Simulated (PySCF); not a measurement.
Job file and geometry (Å, from GFN2-xTB) of an NMR shielding run on SMILES CC[Si@@H](S[SiH3])C1CC1, C5H14SSi2, GIAO PBE0/pcSseg-1 NMR shielding, non-relativistic, gas phase (PySCF 2.14.0, density-fitted response routines); density fitting, a coarse starting grid and PySCF grid level 2 are the driver's defaults:

```
$ OMP_NUM_THREADS=1 python probes_run.py task.json out

{"job": {"kind": "nmr", "xc": "PBE0", "basis": "pcSseg-1"}, "charge": 0, "multiplicity": 1}
C     -2.098369    -1.817675    -0.004525
C     -1.551351    -0.511842     0.558251
Si    -0.121735     0.190335    -0.481185
S      0.687748     1.953549     0.485498
Si    -0.963032     3.307388     0.580996
C      1.304306    -1.025584    -0.632548
C      2.426977    -1.037418     0.371708
C      2.681462    -0.552364    -1.012528
H     -1.326408    -2.582925    -0.014100
H     -2.449142    -1.677495    -1.024125
H     -2.930740    -2.180746     0.595632
H     -1.220444    -0.676115     1.586018
H     -2.359771     0.220234     0.607911
H     -0.597620     0.606292    -1.807708
H     -2.000398     2.743000     1.437618
H     -0.374134     4.506667     1.148723
H     -1.476446     3.509018    -0.768728
H      1.029525    -1.997201    -1.027228
H      2.831419    -1.993432     0.669757
H      2.405001    -0.302193     1.161075
H      2.829016     0.507040    -1.151429
H      3.263726    -1.169147    -1.680716
```

Q: What does the program print?

A: 
```
coarse grid: 18984 points
cycle   1  E = -1175.3623093778  dE =  6.645e-01  |g| = 4.776e-01  |ddm| = 4.136e+00
cycle   2  E = -1175.3452407794  dE =  1.707e-02  |g| = 5.518e-01  |ddm| = 1.035e+00
cycle   3  E = -1175.4252489745  dE = -8.001e-02  |g| = 3.755e-02  |ddm| = 5.889e-01
cycle   4  E = -1175.4255043633  dE = -2.554e-04  |g| = 1.833e-02  |ddm| = 6.012e-02
cycle   5  E = -1175.4255847435  dE = -8.038e-05  |g| = 5.570e-03  |ddm| = 2.543e-02
cycle   6  E = -1175.4255923636  dE = -7.620e-06  |g| = 1.158e-03  |ddm| = 6.308e-03
final grid: 166848 points
cycle   7  E = -1175.4737161347  dE = -4.017e-05  |g| = 9.766e-03  |ddm| = 3.468e-02
cycle   8  E = -1175.4737036146  dE =  1.252e-05  |g| = 1.194e-02  |ddm| = 2.035e-02
cycle   9  E = -1175.4737405168  dE = -3.690e-05  |g| = 4.709e-04  |ddm| = 1.163e-02
cycle  10  E = -1175.4737405580  dE = -4.123e-08  |g| = 2.222e-04  |ddm| = 7.854e-04
cycle  11  E = -1175.4737405703  dE = -1.231e-08  |g| = 4.592e-05  |ddm| = 2.475e-04
cycle  12  E = -1175.4737405708  dE = -4.579e-10  |g| = 9.395e-06  |ddm| = 5.666e-05
converged SCF energy = -1175.4737405708

GIAO shielding tensors (ppm)
atom      isotropic    diamagn.    paramagn.     s11        s22        s33       span
  0 C      177.549     247.333     -69.783    171.916    172.735    187.998     16.082
  1 C      174.336     256.561     -82.225    163.757    175.521    183.731     19.974
  2 Si     342.606     882.586    -539.980    307.269    353.910    366.639     59.370
  3 S      830.792    1063.009    -232.216    789.971    810.166    892.239    102.268
  4 Si     409.152     880.247    -471.095    372.323    398.376    456.757     84.435
  5 C      192.564     253.659     -61.095    161.583    187.003    229.106     67.523
  6 C      184.098     252.724     -68.626    156.579    178.911    216.803     60.224
  7 C      184.428     255.579     -71.151    158.839    177.712    216.735     57.896
  8 H       30.611      31.392      -0.782     24.938     30.940     35.955     11.017
  9 H       30.813      30.260       0.553     26.264     28.871     37.305     11.042
 10 H       30.277      28.341       1.936     24.868     27.427     38.535     13.667
 11 H       30.855      34.525      -3.670     26.670     30.355     35.541      8.871
 12 H       30.608      33.859      -3.251     24.184     31.182     36.459     12.275
 13 H       26.630      31.878      -5.247     23.758     24.626     31.507      7.750
 14 H       27.099      30.020      -2.921     22.276     26.293     32.728     10.452
 15 H       27.077      28.756      -1.678     22.785     24.555     33.892     11.107
 16 H       27.072      29.327      -2.255     23.060     24.994     33.163     10.104
 17 H       31.791      32.968      -1.177     23.519     29.138     42.717     19.198
 18 H       31.099      30.645       0.454     25.030     26.012     42.255     17.225
 19 H       31.032      32.689      -1.658     23.405     30.714     38.976     15.571
 20 H       31.154      32.459      -1.305     23.402     30.824     39.237     15.835
 21 H       31.046      30.517       0.529     24.652     26.133     42.355     17.704
```

Q: Turn these shieldings into chemical shifts. δ = σ(ref) − σ, references computed at the same level: $^{13}$C (186.93 ppm) and $^{29}$Si (349.16 ppm) and $^{1}$H (31.72 ppm) vs TMS; $^{33}$S (503.73 ppm) vs CS2.

A: Averaging equivalent atoms: C 1: 12.6; C 0: 9.4; C 6: 2.8; C 7: 2.5; C 5: -5.6; Si 2: 6.6; Si 4: -60.0; S 3: -327; H 13: 5.09; H 14/15/16: 4.63; H 8/9/10: 1.15; H 12: 1.11; H 11: 0.86; H 19: 0.69; H 21: 0.67; H 18: 0.62; H 20: 0.56; H 17: -0.07 ppm. 

Size and cost of the density-fitted run: 227 basis functions, 3.1 min wall time (2.6 min CPU) on 1 thread of an Intel Xeon, shared host; peak memory 1.1 GiB.
